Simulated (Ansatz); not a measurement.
`C[N](C)[Ge]([F])([F])[F]` + HCl → `[F][Ge]([F])([F])[Cl]` + `CNC` at 500 K and 1 bar (ligand exchange at a Ge–N bond).

Calculated with Ansatz (gas phase, PBE0-D4/def2-TZVP geometries, no zero-point term in ΔE). CCSD(T)/CBS adds triple-zeta CCSD(T) − MP2 to the extrapolated MP2 energy (def2 sets, frozen cores). This one scheme is used for every species. For Ge outer-core shells are correlated without core-valence functions, which leaves a few kJ/mol of doubt a bond. Scalar relativity is left out up to krypton. Each species was taken in one conformer, which may not be the lowest.

```csv
species,CCSD(T)/CBS energy (Eh),H − E (kJ/mol),S (J/(mol·K))
`C[N](C)[Ge]([F])([F])[F]`,-2510.03269,295.8,487.8
HCl,-460.38127,32.5,201.9
`[F][Ge]([F])([F])[Cl]`,-2835.42086,60.1,373.7
`CNC`,-135.00321,273.8,313.8
```

H − E and S are ideal-gas, rigid-rotor, harmonic terms from PBE0-D4/def2-TZVP, for one conformer and one mirror image of each species. 1 Eh = 2625.50 kJ/mol, R = 8.31446 J/(mol·K).

By hand: ΔE, ΔH, ΔS and ΔG.

ΔE = (-2835.42086) + (-135.00321) − (-2510.03269) − (-460.38127) = -0.01011 Eh = -26.5 kJ/mol. Δ(H − E) = 60.1 + 273.8 − 295.8 − 32.5 = 5.6, so ΔH = -20.9 kJ/mol. ΔS = 373.7 + 313.8 − 487.8 − 201.9 = -2.2 J/(mol·K). ΔG = -20.9 − 500 × (-2.2)/1000 = -19.8 kJ/mol.

By hand: the equilibrium constant, and the temperature at which ΔG would vanish if ΔH and ΔS stayed fixed.

log₁₀ K = −ΔG/(RT ln 10) = 2.1. ΔG = 0 at ΔH/ΔS = 9500 K, far beyond where these terms or the molecules hold.

The number of gas molecules stays the same, so ΔS is small and ΔH decides. A doubt of 5 kJ/mol in ΔE shifts log₁₀ K by 0.5 here. Other conformers and mirror images would add mixing entropy, several J/(mol·K) or more a flexible species. Modes under 60 cm⁻¹, often nearly free rotors, make the harmonic entropy too high. These are equilibria of isolated gas molecules and say nothing of rates. Largest T1 diagnostic: 0.012 (customary marks: 0.02 for closed shells, 0.045 for open ones).
